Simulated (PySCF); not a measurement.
## Ge₂⁻: frontier orbitals

CAM-B3LYP at R = 2.286 Å; PySCF, no relativity, basis sets Ge def2-TZVPPD. State: ²Πu (doublet), unpaired electrons π ↑. Only the outer orbitals are listed.

| spin | orbital | occ. | ε (eV) | main shells (%) |
| --- | --- | --- | --- | --- |
| α | σg | 1 | -10.75 | 92 s |
| α | σu | 1 | -6.38 | 86 s, 13 p |
| α | πu | 1 | -1.60 | 97 p |
| α | σg | 1 | -1.23 | 84 p, 13 s |
| α | πu | 1 | -1.01 | 98 p |
| α | πg | 0 | 4.15 | 60 p, 40 d |
| α | πg | 0 | 4.52 | 52 p, 48 d |
| β | σg | 1 | -10.10 | 92 s |
| β | σu | 1 | -6.04 | 85 s, 15 p |
| β | σg | 1 | -1.09 | 84 p, 13 s |
| β | πu | 1 | -0.87 | 98 p |
| β | πu | 0 | 2.95 | 99 p |
| β | πg | 0 | 4.57 | 51 d, 49 p |
| β | πg | 0 | 4.92 | 61 d, 39 p |

Which are the highest filled and the lowest empty level, where do they sit, and how wide is the gap?

Highest filled β πu at -0.87 eV (in %: 98 p); lowest empty β πu at 2.95 eV (in %: 99 p); the gap at CAM-B3LYP is 3.82 eV. Both belong to one degenerate shell, split only by its one-sided filling, so this is no excitation gap. An empty level above zero is unbound, and its energy depends on the basis.

- bond order (Mayer): 2.58
- ⟨S²⟩: 0.752
- polarisability along the bond: 180.6 bohr³
- polarisability across the bond: 95.3 bohr³

Spin–orbit coupling is left out. The state is the lowest determinant that a PBE0 search found; another state may lie lower at other levels.
